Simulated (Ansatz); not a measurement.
This Ansatz (an electronic-structure program) input (PBE/def2-SVP) gives -37.75124 Eh with 14 basis functions.

Ansatz 0.2 input:
```yaml
crystal:
  periodic: [false, false, false]
  atoms:
    - {symbol: C, position_ang: [0.00000000, 0.00000000, 0.00000000]}
basis:
  gaussian:
    orbitals: def2-SVP
hamiltonian:
  xc: {name: PBE}
magnetization: {spin_polarized: true, initial_magnetization: 2}
scf: {lower_state_search: full}
```

Change:
```diff
- orbitals: def2-SVP
+ orbitals: def2-TZVPP
```

**Question.** What does the run give now?

**Answer.** -37.79597 Eh (PBE/def2-TZVPP, 31 functions), a change of -44.73 mEh.
